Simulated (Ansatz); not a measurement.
Gas-phase electronic energies from Ansatz, PBE0-D4/def2-TZVP geometries. CBS: MP2 limit from def2 TZ/QZ plus the TZ coupled-cluster correction, frozen cores. This one scheme is used for every species. For Ge outer-core shells are correlated without core-valence functions, which leaves a few kJ/mol of doubt a bond. Scalar relativity is left out up to krypton. One conformer a species, not always the lowest.

Consider the germylene formation by 1,1-elimination: `F[SiH](Cl)[GeH2][Cl]` → `[Cl][GeH]` + `F[SiH2]Cl`.

```
               species  CCSD(T)/CBS(def2) energy (Eh)
`F[SiH](Cl)[GeH2][Cl]`                    -3386.49998
           `[Cl][GeH]`                    -2536.49422
           `F[SiH2]Cl`                     -849.96195
```

Question: Work out ΔE.

Answer: ΔE = (-2536.49422) + (-849.96195) − (-3386.49998) = 0.04381 Eh = +115.0 kJ/mol.

Question: What do rigid-rotor, harmonic-oscillator terms from PBE0-D4/def2-TZVP frequencies (298.15 K, 1 bar) make of the CCSD(T)/CBS value? (An estimate is asked.)

Answer: Computed: ΔZPE = -6.9 kJ/mol, ΔH = +108.6 kJ/mol, ΔS = 153 J/(mol·K), ΔG = +62.9 kJ/mol. Modes under 50 cm⁻¹ make the entropy rough.

Largest T1 diagnostic among the species: 0.013.

Leaving LDA and LC-ωPBE aside and taking each functional with its dispersion term where it has one, the values, not all of them listed here, spread over 46.7 kJ/mol, from BLYP-D4 to PBE-QIDH. LDA lies +40.8 kJ/mol from PBE without D4. From r2SCAN to r2SCAN0 (25 % exact exchange), in def2-TZVPP and without D4, ΔE moves by +3.3 kJ/mol.
